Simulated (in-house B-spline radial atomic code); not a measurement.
Values are calculated unless marked as measured or tabulated.
# Making a Troullier-Martins p channel for Mo, r_c = 0.94 bohr

Mo, [Kr] 4d5 5s1, non-relativistic PBE, spherical and spin-unpolarised, from an all-electron radial atomic-structure program (B-spline basis) (atomic units). The all-electron 4p level is ε = -1.386208 hartree, its outermost node lies just inside 0.54 bohr and its outer maximum at 1.08 bohr.

Inside r_c the pseudo-orbital is u(r) = r^2 exp(p(r)), with p = c0 + c2 r² + c4 r⁴ + … + c12 r¹². The seven coefficients follow from p and its first four derivatives at r_c, from zero curvature of the screened potential at the origin, c4 = −c2²/(2l + 5), and from the norm inside r_c. At r_c the all-electron orbital has P = 0.9657076, P' = 0.7743227, the screened potential V = -5.95099, V' = 13.56298, V'' = -37.99584, and the norm inside is Q = 0.2368113.

Question: What are p, p' and p'' at r_c?

Answer: p = ln(P/r_c^2) = ln(0.9657076/0.8836) = 0.08886. p' = P'/P − 2/r_c = 0.80182 − 2.12766 = -1.32584. The radial equation gives p'' = 2(V − ε) − 2(2) p'/r_c − p'² = -9.12956 − (-5.64187) − 1.75785 = -5.24554. Differentiating, p''' = 2V' + 2(2)p'/r_c² − 2(2)p''/r_c − 2p'p'' = 29.536, and p'''' = 2V'' − 4(2)p'/r_c³ + 4(2)p''/r_c² − 2(2)p'''/r_c − 2p''² − 2p'p''' = -213.11.

For a trial c2 the five matching conditions are linear in c0, c6, c8, c10 and c12, and c2 is varied until the norm inside r_c equals Q. The root nearest zero gives:

```tsv
n	c_n
0	1.114719
2	-3.109381
4	-1.381179
6	21.8663
8	-39.38172
10	28.36104
12	-7.46925
```

Question: Check c4 and p(r_c), and find the screened pseudopotential at the origin.

Answer: −c2²/7 = -1.38118, as listed. The terms c_n r_c^n are 1.11472, -2.74745, -1.07835, 15.08490, -24.00587, 15.27568, -3.55477, which sum to 0.08886. Inverting the radial equation, V_l(r) = ε + 2 p'/r + (p'' + p'²)/2, so V_l(0) = ε + (2l + 3) c2 = -1.386208 + 5 × (-3.10938) = -16.9331 hartree, finite where the all-electron potential diverges.

Orbitals and screened potentials:

```json
{"r (bohr)": "0.094", "P": "0.3249", "u": "0.02621", "V all-electron": "-308.0", "V pseudo": "-16.89"}
{"r (bohr)": "0.235", "P": "-0.3736", "u": "0.1417", "V all-electron": "-81.04", "V pseudo": "-15.42"}
{"r (bohr)": "0.376", "P": "-0.4748", "u": "0.2833", "V all-electron": "-36.29", "V pseudo": "-10.18"}
{"r (bohr)": "0.517", "P": "-0.04557", "u": "0.414", "V all-electron": "-20.02", "V pseudo": "-3.306"}
{"r (bohr)": "0.658", "P": "0.4384", "u": "0.5744", "V all-electron": "-12.42", "V pseudo": "-0.5074"}
{"r (bohr)": "0.799", "P": "0.7837", "u": "0.7927", "V all-electron": "-8.314", "V pseudo": "-4.454"}
{"r (bohr)": "0.94", "P": "0.9657", "u": "0.9657", "V all-electron": "-5.951", "V pseudo": "-5.951"}
```

Logarithmic derivatives P'/P at R = 1.24 bohr, for energies E around ε:

```tsv
E − ε (hartree)	all-electron	pseudo
-0.5	-0.000261982	-0.00279892
-0.25	-0.247475	-0.248154
-0.1	-0.406894	-0.406946
0	-0.518353	-0.518269
0.1	-0.634316	-0.634377
0.25	-0.817468	-0.818408
0.5	-1.15067	-1.1555
```

Question: With P(R) = 0.972394 and a norm of 0.5373362 inside R, what slope in energy does norm conservation fix?

Answer: d(P'/P)/dE = −2 × (norm inside R)/P(R)² = -1.1366 per hartree·bohr at E = ε, for both atoms, since orbital and norm agree at R. Differences over ±0.1 hartree give -1.1371 (all-electron) and -1.1372 (pseudo), which also hold third-order terms. Half a hartree below ε the two curves differ by -0.0025.
